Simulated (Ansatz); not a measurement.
```yaml
crystal:
  periodic: [false, false, false]
  atoms:
    - {symbol: Pd, position_ang: [1.508416, -0.344036, 0.377820]}
    - {symbol: Pd, position_ang: [-0.486462, -0.186402, -1.519305]}
    - {symbol: Pd, position_ang: [0.214089, 1.948600, -0.091142]}
    - {symbol: Pd, position_ang: [-1.082570, -0.024804, 1.156785]}
    - {symbol: O, position_ang: [1.328203, -0.731911, -1.491696]}
    - {symbol: O, position_ang: [0.601976, -0.396797, 2.064164]}
    - {symbol: O, position_ang: [-2.083653, -0.264650, -0.496616]}
basis:
  gaussian: {orbitals: def2-SVP}
total_charge: 2
hamiltonian: {xc: {name: B3LYP5}}
scf: {omitted_lower_state_checks: [starts]}
output: {forces: true}
```

```sh
$ ansatz run in.yaml --threads 4 --pin off --events-out ev --progress --plain --max-ram 4787MiB
```

Output, abridged:

```
Functional definition: B3LYP5
1706 factors; integrals over basis functions are off by at most 2.7e-4 eV
mean field evaluation 1: about -20008.4446 eV, gradient 8.7e1 eV
mean field evaluation 2: about -19463.7287 eV, gradient 3.0e2 eV
mean field evaluation 4: about -20016.0167 eV, gradient 6.0e1 eV
mean field evaluation 8: about -20016.3436 eV, gradient 6.0e1 eV
mean field evaluation 16: about -20025.3281 eV, gradient 2.2e-4 eV
mean field -20025.32811420 eV, -735.9172345418 hartree, gradient 1.8e-5 eV, S^2 0.000000; 0 other end points of the search recorded, 0 dependent functions left out
reference -20025.32843217 eV, -735.9172462271 hartree; 47, 47 occupied and 119, 119 virtual orbitals, 1706 factors
Total energy: -20025.32843217 eV, -735.9172462271 hartree
Atom 0 at     1.508416    -0.344036     0.377820 Å, force     0.937367    -0.015924     0.394310 eV/Å
Atom 1 at    -0.486462    -0.186402    -1.519305 Å, force    -0.445171     0.033426    -0.984761 eV/Å
Atom 2 at     0.214089     1.948600    -0.091142 Å, force     0.015248    -0.028220    -0.026867 eV/Å
Atom 3 at    -1.082570    -0.024804     1.156785 Å, force    -0.525895     0.098097     0.698410 eV/Å
Atom 4 at     1.328203    -0.731911    -1.491696 Å, force    -0.836074     0.147644     1.117958 eV/Å
Atom 5 at     0.601976    -0.396797     2.064164 Å, force    -0.804793    -0.088584    -1.903692 eV/Å
Atom 6 at    -2.083653    -0.264650    -0.496616 Å, force     1.659318    -0.146438     0.704643 eV/Å
Dipole moment:     0.052259     0.407523    -0.042271 e Å
Checks for a lower state left out: starts
```

Run time 15 s (4 threads of Intel Xeon on a shared host), peak host memory 0.6 GiB.

In the def2 sets Pd takes a core potential; there is no spin–orbit coupling. This restricted singlet of an open-shell metal wasn't tested against broken symmetry or higher spin.

The dipole of an ion depends on the origin.
